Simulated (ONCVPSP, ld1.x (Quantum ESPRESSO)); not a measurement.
**Potentials for Ru compared**

Generated with ld1.x 7.5 (TM, RRKJ, ultrasoft, PAW), atompaw 4.2 or ONCVPSP 4.0.1. The cutoff is in Ry: for ld1.x and atompaw files where the sum of valence levels is converged to 10 mRy in a Bessel basis, for ONCV files where the hardest occupied wave has 1 mHa per electron of residual kinetic energy. The error is the largest all-electron minus pseudo excitation energy over each file’s own four to seven test configurations (ionisations up to +4, promotions, holes and added fractions of an electron), all of which were solved. The labels leave out finer settings (local radius, basis sizes, second energies), which also bear on the numbers. Spin-polarised tests are not counted. The rows are a selection from randomly drawn settings: files with unsolved tests, undetermined cutoffs or missed reference levels are left out.

A true bound ghost makes a file unfit for plane-wave use even where its test errors are small: the radial tests pick states by their node count and pass the ghost by.

| potential | cutoff (Ry) | largest error (meV) | bound ghosts |
| --- | --- | --- | --- |
| ONCV, LDA (Perdew-Wang 92), scalar-relativistic, rc 1.75/1.20/2.35 (spd), local smoothed, core correction yes, reference 4s2 4p6 4d7 5s1, qcut 7.1/6.7/5.6, projectors 2/3/1 | 159 | +47 | none |
| ONCV, revPBE, fully relativistic, rc 1.10/1.65/1.65/1.40 (spdf), local smoothed, core correction yes, reference 4s2 4p6 4d6, qcut 6.3/8.9/9.3/9.2, projectors 3/2/3/2 | 331 | -36 | none |
| ONCV, PBE, scalar-relativistic, rc 1.35/1.75/2.15 (spd), local smoothed, core correction no, reference 4s2 4p6 4d7 5s0.5, qcut 8.3/8.4/7.1, projectors 2/3/2 | 56 | +8.4 | none |
| TM, PBE, scalar-relativistic, rc 2.65/2.15/1.30 (spd), local p, core correction yes, reference 4d6 5s0 5p0 | 60 | -1209 | s |
| TM, LDA (PZ), fully relativistic, rc 2.35/2.90/1.40 (spd), local s, core correction yes, reference 4d7 5s1 5p0 | 55 | -1785 | none |

(1) Fill in the row for Ru: ONCV, BLYP, scalar-relativistic, rc 1.90/1.85/1.70 (spd), local smoothed, core correction yes, reference 4s2 4p6 4d7 5s1, qcut 6.9/8.8/8.3, projectors 2/1/2.

Results:

(1) cutoff 48 Ry, largest error +8.2 meV, bound ghosts: none.
